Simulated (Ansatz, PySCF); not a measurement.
This singlet lies 1.49 eV below the relaxed triplet at the level frozen-core CCSD(T)/aug-cc-pVDZ // PBE0-D3(BJ)/def2-TZVPD (Ansatz, a quantum-chemistry and plane-wave program).

Cartesian coordinates (Å):
```xyz
6

N      2.6841    -0.3372    -0.5786
C      1.6461     0.1827    -0.5712
Al    -0.1095     1.3344    -0.6166
N     -1.1719    -0.1007    -0.1892
H     -2.1732    -0.0273    -0.0902
H     -0.8756    -1.0518    -0.0203
```
Charge -1, spin multiplicity 1.

Q: What is the computed total energy and HOMO (PBE0-D3(BJ)/def2-TZVPD in PySCF 2.14.0)?

A: 
```
Item                Result
------------  ------------
total energy  -10641.94 eV
HOMO              -0.44 eV
```
